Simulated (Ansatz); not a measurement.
Consider the hydrogenolysis of a C–C bond: `BC=C(C)C` + H₂ → `B/C=C/C` + CH₄.

Computed with Ansatz on PBE0-D4/def2-TZVP structures; ΔE is electronic, products minus reactants. CCSD(T)/CBS is the MP2 limit (def2-TZVPP, def2-QZVPP) plus CCSD(T) − MP2 in def2-TZVPP, frozen cores. This one scheme is used for every species. Functionals use def2-TZVPP. B3LYP here is the variant with VWN-RPA as its local correlation; programs differ in this.

CCSD(T)/CBS gives -56.9 kJ/mol.

Problem. Another level gave -46.9 kJ/mol. Which?
A. HF/def2-TZVPP
B. revPBE-D4/def2-TZVPP
C. B3LYP/def2-TZVPP
D. ωB97M-V/def2-TZVPP

Solution. B. revPBE-D4 -46.9, ωB97M-V -58.2, B3LYP -70.0, HF/def2-TZVPP -83.0 kJ/mol.

Largest T1 diagnostic among the species: 0.011.

The D4 term adds +10.9 kJ/mol with B3LYP and +6.0 kJ/mol with PBE0; it sums over pairs of atoms, weighted by their polarisabilities, and B3LYP, whose exchange is more repulsive, gets the larger term. In def2-TZVPP, CCSD(T) changes the Hartree–Fock value by +24.8 kJ/mol (the triples alone add +5.0 kJ/mol) and MP2 by +30.0 kJ/mol.

CCSD(T)/CBS has its own doubt, a few kJ/mol and more with outer-core shells, so smaller differences from it don't rank the levels.
